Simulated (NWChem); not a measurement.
Everything below was run with NWChem. System: C$_{2}$H$_{7}$Al, charge 0, spin multiplicity 1, at a geometry optimised with PBE0/def2-SVP. The structure started from a generated list of species. Level: RHF/def2-SVPD.

Part of the output:

```
             Northwest Computational Chemistry Package (NWChem) 7.3.0
             --------------------------------------------------------

                                NWChem Input Module
                                -------------------

 Scaling coordinates for geometry "geometry" by  1.889725989
 (inverse scale =  0.529177249)

 Turning off AUTOSYM since
 SYMMETRY directive was detected!

                             Geometry "geometry" -> ""
                             -------------------------

 Output coordinates in angstroms (scale by  1.889725989 to convert to a.u.)

  No.       Tag          Charge          X              Y              Z
 ---- ---------------- ---------- -------------- -------------- --------------
    1 Al                  13.0000     0.00000000     0.00000000    -0.50302800
    2 C                    6.0000     1.72727600     0.00000000     0.42284500
    3 H                    1.0000     2.32707600    -0.88019800     0.13120400
    4 H                    1.0000     1.64395300     0.00000000     1.52102700
    5 H                    1.0000     2.32707600     0.88019800     0.13120400
    6 C                    6.0000    -1.72727600     0.00000000     0.42284500
    7 H                    1.0000    -2.32707600     0.88019800     0.13120400
    8 H                    1.0000    -1.64395300     0.00000000     1.52102700
    9 H                    1.0000    -2.32707600    -0.88019800     0.13120400
   10 H                    1.0000     0.00000000     0.00000000    -2.10164200

 Effective nuclear repulsion energy (a.u.)      95.9036206668

            Nuclear Dipole moment (a.u.)
            ----------------------------
        X                 Y               Z
 ---------------- ---------------- ----------------
     0.0000000000     0.0000000000     0.0000075589

      Symmetry information
      --------------------

 Group name             C2v
 Group number             16
 Group order               4
 No. of unique centers     5

      Symmetry unique atoms

     1    2    3    4   10


 Summary of "ao basis" -> "" (spherical)
 ------------------------------------------------------------------------------
       Tag                 Description            Shells   Functions and Types
 ---------------- ------------------------------  ------  ---------------------
 *                         def2-svpd                  on all atoms

 Summary of "ao basis" -> "ao basis" (spherical)
 ------------------------------------------------------------------------------
       Tag                 Description            Shells   Functions and Types
 ---------------- ------------------------------  ------  ---------------------
 Al                        def2-svpd                10       24   5s3p2d
 C                         def2-svpd                 8       20   4s2p2d
 H                         def2-svpd                 4        8   2s2p

                                 NWChem SCF Module
                                 -----------------

  ao basis        = "ao basis"
  functions       =   120
  atoms           =    10
  closed shells   =    16
  open shells     =     0
  charge          =   0.00
  wavefunction    = RHF
  use symmetry    = T
  symmetry adapt  = T

 Summary of "ao basis" -> "ao basis" (spherical)
 ------------------------------------------------------------------------------
       Tag                 Description            Shells   Functions and Types
 ---------------- ------------------------------  ------  ---------------------
 Al                        def2-svpd                10       24   5s3p2d
 C                         def2-svpd                 8       20   4s2p2d
 H                         def2-svpd                 4        8   2s2p

      Symmetry analysis of basis
      --------------------------

        a1         44
        a2         18
        b1         35
        b2         23

 Forming initial guess at       0.0s

      Superposition of Atomic Density Guess
      -------------------------------------

 Sum of atomic energies:        -320.53672852

      Non-variational initial energy
      ------------------------------

 Total energy =    -321.949869
 1-e energy   =    -630.522372
[...]
     1 a1          2 a1          3 b1          4 a1          5 b1
     6 a1          7 b2          8 a1          9 b1         10 a1
    11 a1         12 b2         13 b1         14 a2         15 a1
    16 b1         17 b2         18 a1         19 b1         20 a1
    21 a1         22 b2         23 b1         24 a2         25 a1
    26 a1

 Starting SCF solution at       0.5s

 ----------------------------------------------
         Quadratically convergent ROHF

 Convergence threshold     :          1.000E-07
 Maximum no. of iterations :          100
 Final Fock-matrix accuracy:          1.000E-09
 ----------------------------------------------

              iter       energy          gnorm     gmax       time
             ----- ------------------- --------- --------- --------
                 1     -321.5544645556  7.15D-01  2.01D-01      0.5
                 2     -321.5928738032  2.41D-01  5.63D-02      0.6
                 3     -321.5982975884  6.78D-03  1.40D-03      0.7
                 4     -321.5983060525  1.30D-05  2.64D-06      1.0
                 5     -321.5983060525  7.52D-09  1.66D-09      1.2

       Final RHF  results
       ------------------

         Total SCF energy =   -321.598306052511
      One-electron energy =   -633.939070923996
      Two-electron energy =    216.437144204689
 Nuclear repulsion energy =     95.903620666796

        Time for solution =      0.8s

       Symmetry analysis of molecular orbitals - final
       -----------------------------------------------

  Numbering of irreducible representations:

     1 a1          2 a2          3 b1          4 b2

  Orbital symmetries:

     1 a1          2 b1          3 a1          4 a1          5 b2
     6 a1          7 b1          8 a1          9 b1         10 a1
    11 b2         12 b1         13 a2         14 a1         15 a1
    16 b1         17 a1         18 b2         19 b1         20 a1
    21 b2         22 a1         23 b1         24 a1         25 a2
    26 b2

             Final eigenvalues
             -----------------

              1
    1  -58.4351
    2  -11.1990
    3  -11.1990
    4   -4.8670
    5   -3.1865
    6   -3.1828
    7   -3.1826
    8   -0.9093
    9   -0.8985
   10   -0.5456
   11   -0.5352
   12   -0.5312
   13   -0.5303
   14   -0.5255
   15   -0.4053
   16   -0.3996
   17    0.0574
   18    0.0719
   19    0.1095
   20    0.1240
   21    0.1405
   22    0.1440
   23    0.1607
   24    0.1650
   25    0.1663
   26    0.2027

                       ROHF Final Molecular Orbital Analysis
                       -------------------------------------

 Vector   14  Occ=2.000000D+00  E=-5.255276D-01  Symmetry=a1
              MO Center= -3.0D-16, -1.1D-16, -4.3D-01, r^2= 3.5D+00
   Bfn.  Coefficient  Atom+Function         Bfn.  Coefficient  Atom+Function
  ----- ------------  ---------------      ----- ------------  ---------------
     3      0.459213   1 Al s                 2      0.290366   1 Al s
    29     -0.229312   2 C  px               73      0.229312   6 C  px
   113      0.216889  10 H  s

 Vector   15  Occ=2.000000D+00  E=-4.053212D-01  Symmetry=a1
              MO Center= -1.1D-14, -7.1D-15, -9.4D-01, r^2= 3.4D+00
   Bfn.  Coefficient  Atom+Function         Bfn.  Coefficient  Atom+Function
  ----- ------------  ---------------      ----- ------------  ---------------
   113      0.339061  10 H  s               114      0.284436  10 H  s
    11     -0.224008   1 Al pz               29      0.166772   2 C  px
    73     -0.166772   6 C  px               14     -0.156304   1 Al pz

 Vector   16  Occ=2.000000D+00  E=-3.996291D-01  Symmetry=b1
              MO Center=  2.8D-16, -5.8D-18,  2.3D-01, r^2= 3.5D+00
   Bfn.  Coefficient  Atom+Function         Bfn.  Coefficient  Atom+Function
  ----- ------------  ---------------      ----- ------------  ---------------
    29      0.315260   2 C  px               73      0.315260   6 C  px
     9     -0.234349   1 Al px               32      0.224612   2 C  px
    76      0.224612   6 C  px                6      0.151092   1 Al px

 Vector   17  Occ=0.000000D+00  E= 5.735627D-02  Symmetry=a1
              MO Center=  4.6D-16,  1.8D-16, -4.8D-01, r^2= 1.5D+01
   Bfn.  Coefficient  Atom+Function         Bfn.  Coefficient  Atom+Function
  ----- ------------  ---------------      ----- ------------  ---------------
     5      3.908354   1 Al s                 4     -3.093935   1 Al s
    14      0.650034   1 Al pz               28     -0.619871   2 C  s
    72     -0.619871   6 C  s               114      0.459070  10 H  s
    22     -0.241319   1 Al d  0            120      0.219510  10 H  pz

 Vector   18  Occ=0.000000D+00  E= 7.193340D-02  Symmetry=b2
              MO Center= -2.3D-16, -4.3D-16, -7.3D-01, r^2= 4.7D+00
   Bfn.  Coefficient  Atom+Function         Bfn.  Coefficient  Atom+Function
  ----- ------------  ---------------      ----- ------------  ---------------
    13      1.113001   1 Al py               46      0.487610   3 H  s
    62     -0.487610   5 H  s                90     -0.487610   7 H  s
   106      0.487610   9 H  s                10      0.203366   1 Al py

 Vector   19  Occ=0.000000D+00  E= 1.094969D-01  Symmetry=b1
              MO Center= -1.4D-13, -1.4D-13, -9.3D-01, r^2= 1.3D+01
   Bfn.  Coefficient  Atom+Function         Bfn.  Coefficient  Atom+Function
  ----- ------------  ---------------      ----- ------------  ---------------
    28      3.976637   2 C  s                72     -3.976637   6 C  s
    27      1.849123   2 C  s                71     -1.849123   6 C  s
    12     -1.651326   1 Al px               46     -1.478875   3 H  s
    62     -1.478875   5 H  s                90      1.478875   7 H  s
   106      1.478875   9 H  s                23      1.106827   1 Al d  1

 center of mass
 --------------
 x =   0.00000000 y =   0.00000000 z =  -0.06341263

 moments of inertia (a.u.)
 ------------------
          83.421795913124           0.000000000000          -0.000000000000
           0.000000000000         425.381275493836           0.000000000000
          -0.000000000000           0.000000000000         364.266087848722

  Mulliken analysis of the total density
  --------------------------------------

    Atom       Charge   Shell Charges
 -----------   ------   -------------------------------------------------------
    1 Al  13    12.04   2.00  1.99  0.81 -0.09  0.09  5.94  0.75  0.31  0.18  0.06
    2 C    6     6.44   1.99  0.85  0.11  0.03  2.03  1.39  0.02  0.02
    3 H    1     0.96   0.74  0.11  0.03  0.08
    4 H    1     0.99   0.74  0.14  0.03  0.09
    5 H    1     0.96   0.74  0.11  0.03  0.08
    6 C    6     6.44   1.99  0.85  0.11  0.03  2.03  1.39  0.02  0.02
    7 H    1     0.96   0.74  0.11  0.03  0.08
    8 H    1     0.99   0.74  0.14  0.03  0.09
    9 H    1     0.96   0.74  0.11  0.03  0.08
   10 H    1     1.27   0.71  0.55  0.01 -0.01

       Multipole analysis of the density wrt the origin
       ------------------------------------------------

     L   x y z        total         open         nuclear
     -   - - -        -----         ----         -------
     0   0 0 0     -0.000000      0.000000     32.000000

     1   1 0 0      0.000000      0.000000      0.000000
     1   0 1 0     -0.000000      0.000000      0.000000
     1   0 0 1      0.249201      0.000000      0.000008

     2   2 0 0    -23.351877      0.000000    224.505965
     2   1 1 0      0.000000      0.000000      0.000000
     2   1 0 1      0.000000      0.000000      0.000000
     2   0 2 0    -18.460728      0.000000     11.066707
     2   0 1 1      0.000000      0.000000      0.000000
     2   0 0 2    -24.221585      0.000000     51.951348

 Task  times  cpu:        1.3s     wall:        1.3s

 Total times  cpu:        1.3s     wall:        1.3s
```

Q: Write an NWChem input that would produce this output.

A: One answer among several that fit: 
```
start mol
memory heap 200 mb stack 900 mb global 1100 mb
geometry units angstroms nocenter noautoz
  Al     0.000000     0.000000    -0.503028
  C      1.727276     0.000000     0.422845
  H      2.327076    -0.880198     0.131204
  H      1.643953     0.000000     1.521027
  H      2.327076     0.880198     0.131204
  C     -1.727276     0.000000     0.422845
  H     -2.327076     0.880198     0.131204
  H     -1.643953     0.000000     1.521027
  H     -2.327076    -0.880198     0.131204
  H      0.000000     0.000000    -2.101642
  symmetry group C2v
end
basis spherical
  * library def2-svpd
end
scf
  rhf
  nopen 0
  maxiter 100
  thresh 1e-7
  semidirect memsize 60000000 filesize 0
end
task scf energy
```
